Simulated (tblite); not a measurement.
Species: C8H17P.
SMILES: `C=C[PH](C=C)(CC)CC`

Level: GFN2-xTB in tblite, geometry and Hessian alike; calculated harmonic values, unscaled, isolated species. The method is semi-empirical: single wavenumbers can be off by several per cent or more. Modes of hydrogen on phosphorus can be 10 to 20 % off.

Harmonic wavenumbers (cm⁻¹): 52.3, 64.1, 75.4, 91.4, 109.3, 127.6, 179.5, 206.8, 222.4, 241.0, 269.0, 294.6, 317.9, 335.6, 377.5, 499.0, 554.4, 561.8, 615.7, 695.4, 739.2, 760.7, 785.9, 891.6, 900.0, 929.6, 941.5, 972.6, 980.8, 994.8, 999.4, 1003.2, 1018.1, 1057.1, 1077.0, 1134.3, 1160.1, 1210.7, 1220.9, 1229.7, 1231.5, 1250.5, 1259.3, 1375.7, 1394.0, 1402.1, 1412.2, 1429.6, 1475.6, 1491.4, 1494.2, 1500.3, 1506.4, 1627.8, 1656.3, 1665.3, 2909.4, 2922.4, 2935.4, 2962.6, 2998.8, 3000.2, 3005.3, 3013.7, 3018.7, 3024.4, 3027.7, 3033.3, 3072.8, 3076.0, 3103.0, 3108.2.

A = 1385, B = 1113, C = 930.7 MHz; mass 144.107 u (most abundant isotopes); point group C1, symmetry number 1.

**Question.** Zero-point energy?

**Answer.** ½Σν̃ = 48641 cm⁻¹ = 581.87 kJ/mol.

**Question.** Give the ideal-gas entropy at 400 K and 1 bar in the rigid-rotor, harmonic-oscillator model (classical rotation).

**Answer.** Translation 176.95, rotation 128.33, vibration 238.15: S = 543.4 J/(mol K).

**Question.** And Cp and H(400 K) − H(0)?

**Answer.** Cp = 265.18 J/(mol K), of which vibrations give 231.92 (their classical limit is 72 R = 598.6); H(400 K) − H(0) = 61.83 kJ/mol without the zero-point energy, 48.53 from vibrations.

**Question.** Which modes carry the vibrational entropy at 400 K?

**Answer.** 52.3 cm⁻¹: 22.22; 64.1 cm⁻¹: 20.53; 75.4 cm⁻¹: 19.19; 91.4 cm⁻¹: 17.60; 109.3 cm⁻¹: 16.13; 127.6 cm⁻¹: 14.86 J/(mol K); the other 66 give 127.62 together.

**Question.** What must be added to the electronic energy to get the Gibbs energy at 400 K and 1 bar?

**Answer.** ZPE + [H(400 K) − H(0)] − T·S = 581.87 + 61.83 − 217.37 = 426.33 kJ/mol.

**Question.** Blend soft modes into free rotors: weight 1/[1 + (100 cm⁻¹/ν̃)⁴] for the oscillator and the rest for a rotor with moment μB/(μ + B), μ = h/(8π²ν), B = 10⁻⁴⁴ kg m². What vibrational entropy results?

**Answer.** 219.20 J/(mol K) in place of 238.15, which changes −T·S at 400 K by +7.58 kJ/mol.

**Question.** How do the functions run with temperature in this model?

**Answer.** 
```tsv
T (K)	S (J/(mol K))	Cp (J/(mol K))	H − H(0) (kJ/mol)	G − H(0) (kJ/mol)	ln q(vib)
100	313.2	103.3	6.62	-24.70	2.54
200	401.8	156.5	19.69	-60.66	6.53
300	475.3	210.6	38.01	-104.57	10.36
500	607.9	313.4	90.83	-213.14	17.66
800	779.8	417.2	201.72	-422.09	27.97
1000	878.1	463.5	290.02	-588.07	34.35
```

q(vib) and H(0) count from the zero-point level.

Hindered rotation and anharmonicity are outside this model. The structure is chiral; the term R ln 2 for an equal mix with its mirror image is left out.

Conformer computed: `[H][P:3]([CH:2]=[CH2:1])([CH:4]=[CH2:5])([CH2:6][CH3:7])[CH2:8][CH3:9]`: C1–C2–P3–C4 -55°, C2–P3–C4–C5 -157°, C2–P3–C6–C7 63°, C2–P3–C8–C9 -23°.
